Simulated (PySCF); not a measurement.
From one molecule to another.

First species: C4H4S2.
Numbering: `[SH:1][c:2]1[cH:3][cH:4][s:5][cH:6]1` (hydrogens: H7 on S1; H8 on C3; H9 on C4; H10 on C6)

Second species: CH3Cl2FGe.
Cartesian coordinates in Å at the PBE0-D3(BJ)/def2-SVP level; atoms count from 1:
```
atom  x, y, z in Å
F1     1.3891   -1.6798    0.5311
Ge2    0.9652   -0.0169    0.2284
C3    -0.9714    0.0251   -0.1235
Cl4   -1.3973    1.7519   -0.2924
Cl5   -1.3650   -0.9096   -1.5761
H6     1.7125    0.4364   -1.0273
H7     1.2840    0.7595    1.5118
H8    -1.5709   -0.3777    0.7024
```

Levels: CAM-B3LYP/def2-SVPD for dipole moment, HOMO energy, LUMO energy, HOMO–LUMO gap, static isotropic polarisability and electronic spatial extent ⟨r²⟩ about the centre of nuclear charge; TDDFT CAM-B3LYP/def2-SVPD for lowest singlet excitation; TDA CAM-B3LYP/def2-SVPD for lowest triplet excitation (Tamm–Dancoff); ΔSCF CAM-B3LYP/def2-SVPD for vertical ionisation energy; PBE0-D3(BJ)/def2-SVP for rotational constant A and rotational constant C. Geometries: PBE0-D3(BJ)/def2-SVP. All species are isolated and taken at one optimised geometry, non-relativistic unless stated; the electronic structure was computed with PySCF and density fitting.

Dipoles, sizes and rotational constants follow the conformer. The torsions of the flexible species, by atom-mapped SMILES:
- `[SH:1][c:2]1[cH:3][cH:4][s:5][cH:6]1`: H–S1–C2–C3 60°
- `[F:1][GeH2:2][CH:3]([Cl:4])[Cl:5]`: F1–Ge2–C3–Cl4 175°

(1) Which has the higher rotational constant A?

(2) Which has the higher HOMO energy?

(3) Which of the two has the higher T1 energy, and by how much?

(4) Which has the higher LUMO energy?

(5) Which of the two has the higher static isotropic polarisability, and by how much?

(6) Which has the higher dipole moment?

(7) Which has the higher ⟨r²⟩?

(8) Which of the two has the higher vertical ionisation energy, and by how much?

## Answers

(1) The first: 6.969 GHz against 2.638 GHz, a difference of 4.331 GHz.

(2) The first: -7.96 eV against -9.85 eV, a difference of 1.89 eV.

(3) The second: 5.79 eV against 3.73 eV, a difference of 2.06 eV.

(4) The first: 0.35 eV against 0.27 eV, a difference of 0.08 eV.

(5) The first: 84.2 au against 69.4 au, a difference of 14.8 au.

(6) The second: 1.70 D against 1.27 D, a difference of 0.43 D.

(7) The second: 1069 bohr² against 886 bohr², a difference of 183 bohr².

(8) The second: 10.75 eV against 8.74 eV, a difference of 2.01 eV.

On the first: The ΔSCF ionisation energy exceeds −ε(HOMO) by 0.78 eV with CAM-B3LYP. The principal polarisabilities are 57.1, 83.1 and 112.4 au; their mean is the isotropic value.

On the second: The ΔSCF ionisation energy exceeds −ε(HOMO) by 0.90 eV with CAM-B3LYP. The calculation is non-relativistic and has no spin–orbit coupling, an omission that weighs most on germanium.
